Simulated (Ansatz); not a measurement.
The first iterations of a band of Cl3FHOTa + H2 (9 atoms, charge 0, multiplicity 1).

Method: RKS PBE/def2-SVP (Ansatz 0.2.0).

| Quantity | Value |
| --- | --- |
| movable images | 7 |
| climbing image | yes |
| spring | 5.0 eV/Å² |
| optimiser | quadratic models (default) |
| start path | through a guess of the saddle point |
| force threshold | 0.2 eV/Å |
| iteration limit | 60 |
| end points | relaxed |

First end point:

```xyz
9
Properties=species:S:1:pos:R:3
Ta -0.209 0.258 0.107
F 1.657 0.382 0.338
Cl -0.369 0.577 2.447
Cl 0.156 0.057 -2.200
O -1.278 1.787 -0.162
H -1.657 2.410 0.484
Cl -1.389 -1.724 0.223
H 1.703 -2.852 0.737
H 2.276 -2.340 0.747
```

Last end point:

```xyz
9
Properties=species:S:1:pos:R:3
Ta -0.405 -0.481 0.255
F 1.733 0.621 0.468
Cl -0.317 -0.646 2.592
Cl 0.245 -0.850 -1.968
O -0.811 1.353 0.123
H -0.179 2.099 0.166
Cl -2.346 -1.696 0.070
H 1.121 -1.467 0.486
H 1.848 -0.377 0.527
```

| iteration | highest image above the first end (eV) | largest band force component (eV/Å) |
| --- | --- | --- |
| 1 | 9.131 | 46.189 |
| 2 | 4.371 | 22.160 |
| 3 | 2.355 | 10.258 |
| 4 | 1.603 | 4.044 |

Problem. Does the band converge within its limit, and where does its top end?

Solution. The run converged. It ended after 13 iterations with the highest image 1.198 eV above the first end. The threshold of 0.2 eV/Å is loose, so the images may lie well off the minimum-energy path. The order of the stationary point at the top wasn't checked. The orbitals stay closed-shell, which can raise the energy where a bond breaks towards radicals; this wasn't checked here.

Run time: 3.4 min on 4 threads of AMD EPYC 7R43 64-Core Processor (Zen 3), on a shared host, peak memory 0.22 GiB.
